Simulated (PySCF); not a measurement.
C₄H₄BF. Atoms are numbered in the order given.

```xyz
10

F      0.0000     0.0000     2.1273
B      0.0000     0.0000     0.7958
C      0.0000     1.2765    -0.1483
C      0.0000     0.7577    -1.4011
C      0.0000    -0.7577    -1.4011
C      0.0000    -1.2765    -0.1483
H      0.0000     2.3513     0.0780
H      0.0000     1.3297    -2.3443
H      0.0000    -1.3297    -2.3443
H      0.0000    -2.3513     0.0780
```
Charge 0, spin multiplicity 1.

Geometry optimised at PBE-D3(BJ)/def2-SVP. This is a generated structure with no PubChem entry under its InChIKey; it may be hypothetical.

These are PBE-D3(BJ)/def2-SVP in PySCF values and carry that method's errors.

Frequencies are harmonic and unscaled.

Computed harmonic wavenumbers and intensities:
| mode | ν (cm⁻¹) | IR (km/mol) | moving atoms (share of kinetic energy) |
|---|---|---|---|
| 1 | 143 | 0.1 | C 50 %, F 21 %, H 15 %, B 13 % |
| 2 | 360 | 1.3 | F 40 %, C 37 %, H 12 %, B 11 % |
| 3 | 376 | 0.0 | C 62 %, H 38 % |
| 4 | 525 | 0.0 | F 48 %, C 37 %, B 11 % |
| 5 | 590 | 3.3 | H 47 %, B 38 %, C 14 % |
| 6 | 677 | 0.1 | C 75 %, B 17 %, H 8 % |
| 7 | 720 | 0.0 | H 71 %, C 29 % |
| 8 | 745 | 108.4 | H 47 %, B 32 %, C 19 % |
| 9 | 780 | 0.1 | C 68 %, H 28 % |
| 10 | 914 | 0.7 | C 71 %, H 26 % |
| 11 | 967 | 0.0 | H 70 %, C 30 % |
| 12 | 967 | 0.2 | H 78 %, C 22 % |
| 13 | 1027 | 18.6 | H 69 %, B 26 % |
| 14 | 1033 | 0.4 | H 94 % |
| 15 | 1081 | 51.9 | H 43 %, C 32 %, B 25 % |
| 16 | 1268 | 4.8 | H 57 %, C 37 % |
| 17 | 1287 | 1.0 | H 49 %, C 38 %, B 9 % |
| 18 | 1392 | 344.8 | B 61 %, F 17 %, C 13 %, H 9 % |
| 19 | 1560 | 52.4 | C 92 % |
| 20 | 1599 | 1.0 | C 90 %, H 10 % |
| 21 | 3097 | 11.1 | H 92 %, C 8 % |
| 22 | 3110 | 20.9 | H 92 %, C 8 % |
| 23 | 3159 | 2.8 | H 91 %, C 9 % |
| 24 | 3160 | 0.2 | H 91 %, C 9 % |
